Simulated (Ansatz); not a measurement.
Coupled-cluster diagnostics for the cluster Ir4, Ansatz.

Geometry of the singlet (r2SCAN-D4/def2-SVP):

```xyz
4

Ir   -0.407    0.214    0.286
Ir    1.864   -0.301   -0.734
Ir   -0.102   -1.490   -1.241
Ir   -1.355    1.577    1.689
```

In the def2 sets Ir takes a core potential; there is no spin–orbit coupling. Correlated methods freeze no core orbitals; core or outer-core shells of Ir are correlated, in sets that lack core-valence functions. No other spin state of charge 0 was run. Another isomer (quintet) lies 1.68 eV lower at PBE0-D4/def2-TZVP; other spin states weren't run for this one.

**Question.** Estimate the CCSD(T) correlation energy, the shares of MP2 and (T), T1 and the reference's ⟨S²⟩ for: charge 0, singlet, own geometry in def2-SVP; and the rough time on 4 threads of Arm Neoverse V1 on a shared host.

**Answer.** 
```tsv
state	basis	correlation (eV)	MP2 share (%)	(T) share (%)	T1	⟨S²⟩ (pure)	wall time	remarks
charge 0, singlet, own geometry	def2-SVP	-46.398	105.2	7.7	0.134	0.00 (0.00)	4.9 min	flagged by the program, large T1 (0.134), restricted SCF unstable
```
Customary marks for T1 are 0.02 (closed shells), 0.045 (open shells) and about 0.05 (3d metals). T1 exceeds 0.02 in 1 of 1 rows and 0.045 in 1; the higher it lies, the less the single-reference result can be trusted.
